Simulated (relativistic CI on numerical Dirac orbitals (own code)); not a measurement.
How well does a small relativistic CI reproduce V V?

Computed by Dirac-Coulomb-Breit CI, separate exchange-only KLI orbitals for each configuration, model QED, valence Slater integrals scaled by 0.85, P86 correlation energy added to each configuration (own radial code, finite nucleus).

CI space (outside the closed core [Ne]): 3s2.3p6.3d, 3s2.3p6.4s, 3s2.3p5.3d2, 3s2.3p6.4p, 3s2.3p6.4d, 3s2.3p6.5s, 3s2.3p6.4f, 3s2.3p6.5p, 3s.3p6.3d2, 3s2.3p6.5d, 3s2.3p6.6s, 3s2.3p6.5f, 3s2.3p6.6p, 3s2.3p6.5g, 3s2.3p6.6d. Double excitations out of closed p, d and f shells are left out; levels of such configurations are missing from the list, as are those of other unlisted configurations, and high levels can miss mixing partners.

```tsv
Configuration	Term (tabulated)	J	Measured (cm⁻¹)	Computed	Error	Purity (%)
3s2.3p6.3d	2D	3/2	0.0	0	0	100
3s2.3p6.3d	2D	5/2	624.9	590	-35	100
3s2.3p6.4s	2S	1/2	148143.4	153846	5703	100
3s2.3p6.4p	2P°	1/2	206393.7	211580	5187	100
3s2.3p6.4p	2P°	3/2	207660.0	212777	5117	100
3s2.3p6.4d	2D	3/2	293902.9	298113	4210	100
3s2.3p6.4d	2D	5/2	294047.2	298242	4194	100
3s2.3p6.5s	2S	1/2	328217.3	330473	2256	100
3s2.3p6.5p	2P°	1/2	351500.5	353988	2487	100
3s2.3p6.5p	2P°	3/2	352018.3	354472	2454	100
3s2.3p6.5d	2D	3/2	387977.1	391006	3029	100
3s2.3p6.5d	2D	5/2	388043.7	391060	3016	100
3s2.3p6.6s	2S	1/2	403855.1	405304	1449	100
3s2.3p6.6p	2P°	1/2	415420.1	417100	1680	100
3s2.3p6.6p	2P°	3/2	415675.7	417339	1663	100
3s2.3p6.5g	2G	7/2	416360.3	419451	3091	100
3s2.3p6.5g	2G	9/2	416361.8	419452	3091	100
3s2.3p6.5f	2F°	5/2	417699.1	426334	8635	61
3s2.3p6.6d	2D	3/2	434303.8	436515	2211	100
3s2.3p6.6d	2D	5/2	434340.9	436542	2201	100
```

Measured levels from Sugar and Corliss, J. Phys. Chem. Ref. Data 7, 1191 (1978); pairs were made by configuration, J and term (by order where the table uses no LS term), so strongly mixed levels may be paired wrongly.

Mean error by configuration (cm⁻¹): 3s2.3p6.3d -35; 3s2.3p6.4s 5703; 3s2.3p6.4p 5152; 3s2.3p6.4d 4202; 3s2.3p6.5s 2256; 3s2.3p6.5p 2470; 3s2.3p6.5d 3023; 3s2.3p6.6s 1449; 3s2.3p6.6p 1672; 3s2.3p6.5g 3091; 3s2.3p6.5f 8635; 3s2.3p6.6d 2206. Over the excited levels the mean absolute error is 3248 cm⁻¹ (19 of the 33 excited levels that our extract of the source holds in range could be paired, and the others can miss by more), and the median relative error of those above 1,000 cm⁻¹ is 0.74 %.
